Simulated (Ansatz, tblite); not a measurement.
Removing and adding an electron: bis(4-tert-butylphenyl)iodonium cyclic bis(sulfonyl)imide, `CC(C)(C)c1ccc([I+]c2ccc(C(C)(C)C)cc2)cc1.O=S1(=O)[N-]S(=O)(=O)C(F)(F)C(F)(F)C1(F)F`. Total charge 0; singlet. Geometry: PBE-D4/def2-SVP. Ansatz, gas phase; energy differences of separate SCF runs; the oxidised species was run as a doublet alone; the reduced species was run as a doublet alone.

Cartesian coordinates in Å:
```
C -3.348 4.169 -1.928
C -2.060 4.537 -1.170
C -1.683 6.003 -1.489
C -2.330 4.378 0.343
C -0.885 3.640 -1.580
C -0.986 2.708 -2.631
C 0.074 1.858 -2.973
C 1.255 1.980 -2.240
I 2.794 0.558 -2.619
C 2.410 -1.084 -1.301
C 1.513 -2.079 -1.700
C 1.355 -3.175 -0.846
C 2.047 -3.277 0.383
C 1.865 -4.519 1.271
C 0.365 -4.799 1.516
C 2.549 -4.352 2.640
C 2.501 -5.723 0.536
C 2.910 -2.223 0.739
C 3.102 -1.110 -0.091
C 1.428 2.895 -1.197
C 0.345 3.725 -0.888
H -3.250 4.321 -3.023
H -4.178 4.817 -1.581
H -3.633 3.116 -1.734
H -2.512 6.680 -1.194
H -1.492 6.145 -2.572
H -0.776 6.323 -0.937
H -2.548 3.324 0.595
H -1.465 4.688 0.961
H -3.194 5.012 0.630
H -1.930 2.590 -3.178
H -0.058 1.096 -3.752
H 0.922 -2.001 -2.622
H 0.644 -3.959 -1.145
H -0.123 -3.955 2.036
H 0.255 -5.708 2.142
H -0.190 -4.978 0.574
H 2.370 -5.255 3.257
H 3.648 -4.231 2.549
H 2.144 -3.481 3.192
H 3.583 -5.555 0.354
H 2.016 -5.906 -0.444
H 2.394 -6.644 1.146
H 3.440 -2.236 1.700
H 3.754 -0.287 0.229
H 2.346 2.929 -0.595
H 0.454 4.423 -0.047
O 1.718 1.023 1.496
S 0.246 0.963 1.321
O -0.575 2.132 1.706
N -0.027 0.307 -0.148
S -1.545 -0.019 -0.644
O -1.429 -0.721 -1.944
O -2.560 1.050 -0.484
C -2.060 -1.338 0.618
F -3.370 -1.620 0.464
F -1.341 -2.462 0.367
C -1.820 -0.902 2.096
F -2.685 0.092 2.393
F -2.106 -1.979 2.892
C -0.379 -0.427 2.457
F -0.379 0.008 3.734
F 0.470 -1.485 2.360
```

In the def2 sets I takes a core potential; there is no spin–orbit coupling. The xTB rows come from tblite. Single mean-field runs in def2-SVP are fitted with def2-universal-jkfit. HOMO above LUMO, or a gap near zero within one spin, warns that the state may not be the lowest or that an electron is smeared out. In the singlet geometry the species has come apart into loosely held pieces. In the doublet geometry the species has come apart into loosely held pieces.

Task: Estimate orbital energies and vertical ionisation energies and electron affinities at: GFN1-xTB; GFN2-xTB; PBE-D4/def2-SVP; B97M-V/def2-SVP; PBE0-D4/def2-SVP.

Result: 
```json
{"level": "GFN1-xTB", "−HOMO (eV)": "12.01", "vertical IE (eV)": "13.94", "−LUMO (eV)": "9.15", "vertical EA (eV)": "7.05", "HOMO–LUMO gap (eV)": "2.86", "IE − EA (eV)": "6.90", "remarks": "–"}
{"level": "GFN2-xTB", "−HOMO (eV)": "11.36", "vertical IE (eV)": "13.03", "−LUMO (eV)": "8.51", "vertical EA (eV)": "6.33", "HOMO–LUMO gap (eV)": "2.85", "IE − EA (eV)": "6.69", "remarks": "–"}
{"level": "PBE-D4/def2-SVP", "−HOMO (eV)": "5.70", "vertical IE (eV)": "7.89", "−LUMO (eV)": "3.24", "vertical EA (eV)": "1.28", "HOMO–LUMO gap (eV)": "2.47", "IE − EA (eV)": "6.61", "remarks": "HOMO above zero (-1 doublet), gap within one spin near zero (+1 doublet)"}
{"level": "B97M-V/def2-SVP", "−HOMO (eV)": "6.31", "vertical IE (eV)": "8.23", "−LUMO (eV)": "3.09", "vertical EA (eV)": "1.23", "HOMO–LUMO gap (eV)": "3.23", "IE − EA (eV)": "7.00", "remarks": "HOMO above zero (-1 doublet), gap within one spin near zero (+1 doublet)"}
{"level": "PBE0-D4/def2-SVP", "−HOMO (eV)": "7.31", "vertical IE (eV)": "8.61", "−LUMO (eV)": "2.45", "vertical EA (eV)": "1.26", "HOMO–LUMO gap (eV)": "4.86", "IE − EA (eV)": "7.35", "remarks": "HOMO above zero (-1 doublet)"}
```

Relaxing the reduced species (PBE-D4/def2-SVP) changes its energy by -1.07 eV at PBE-D4/def2-SVP, so the adiabatic electron affinity to this nearest minimum is 2.35 eV. At PBE0-D4/def2-SVP it is 2.34 eV.     A HOMO above zero means that the electron is unbound at that level or that self-interaction error raises the level; the energy of removing that electron tells which. Raw xTB energy differences between charge states are shifted by several eV; the methods need an empirical correction for them. Sets without diffuse functions give affinities that are too small.
